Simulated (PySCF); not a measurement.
Members of one family of related compounds. Theory: PySCF 2.14.0, density-fitted response routines, TDDFT B3LYP/def2-SVPD, vertical, gas phase, core orbitals frozen in the response, def2 core potentials past Kr. Geometries: PBE0-D3(BJ)/def2-SVP; one conformer of each isolated species. Triplets are in the Tamm–Dancoff approximation. 'Strongest' means the level of largest summed f among the lowest 10 singlets; it needn't be the same kind of state in each. Atoms past krypton carry core potentials; spin–orbit coupling is left out.

Task: Rank by computed lowest singlet excitation energy, highest first.
A. `C#[C][Cd][CH3]` (CdMe(CCH))
B. `[CH3][Cd][SiH3]` (CdMe(SiH3))
C. `[CH3][Cd][F]` (CdMeF)
D. `[CH3][Cd][I]` (CdMeI)
E. `C[Se][Cd][CH3]` (CdMe(SeMe))
F. `C[CH2][Cd][CH3]` (CdMeEt)
G. `[CH3][Cd][C](F)(F)F` (CdMe(CF3))
H. `[CH3][Cd][C]#N` (CdMe(CN))

Result: C (6.72 eV), H (5.99 eV), G (5.51 eV), A (5.34 eV), F (4.92 eV), D (4.77 eV), B (4.63 eV), E (3.86 eV).

```tsv
SMILES	S1 (eV)	T1 (eV)	first f ≥ 0.01 (nm)	strongest (eV)	gap (eV)	S1 mainly
[CH3][Cd][F]	6.72	5.37	183	6.78	7.18	H-2/H-1→L (≥94%)
[CH3][Cd][C]#N	5.99	5.53	207	7.31	6.93	H→L/L+1 (98%)
[CH3][Cd][C](F)(F)F	5.51	5.08	189	6.57	6.52	H→L/L+1 (100%)
C#[C][Cd][CH3]	5.34	4.66	206	6.95	6.56	H-1/H→L/L+1 (≥82%)
C[CH2][Cd][CH3]	4.92	4.68	215	5.77	5.91	H→L (98%)
[CH3][Cd][I]	4.77	4.48	260	6.51	5.69	H-1/H→L (97%)
[CH3][Cd][SiH3]	4.63	4.26	213	5.82	5.56	H→L/L+1 (99%)
C[Se][Cd][CH3]	3.86	3.69	298	5.79	4.86	H→L (99%)
```

H and L stand for HOMO and LUMO. A slash joins orbitals within 0.01 eV of each other, whose weights are summed (≥ marks a lower bound).

- `[CH3][Cd][F]`: for S1 the Löwdin share of cadmium is 6% in HOMO-2 and 59% in LUMO (ligand-to-metal charge transfer by this measure).
- `[CH3][Cd][C]#N`: for S1 the Löwdin share of cadmium is 21% in HOMO and 67% in LUMO.
- `[CH3][Cd][C](F)(F)F`: for S1 the Löwdin share of cadmium is 16% in HOMO and 74% in LUMO.
- `C#[C][Cd][CH3]`: for S1 the Löwdin share of cadmium is 4% in HOMO-1 and 64% in LUMO (ligand-to-metal charge transfer by this measure).
- `C[CH2][Cd][CH3]`: for S1 the Löwdin share of cadmium is 16% in HOMO and 69% in LUMO.
- `[CH3][Cd][I]`: for S1 the Löwdin share of cadmium is 5% in HOMO and 41% in LUMO.
- `[CH3][Cd][SiH3]`: for S1 the Löwdin share of cadmium is 22% in HOMO and 66% in LUMO.
- `C[Se][Cd][CH3]`: for S1 the Löwdin share of cadmium is 6% in HOMO and 50% in LUMO.
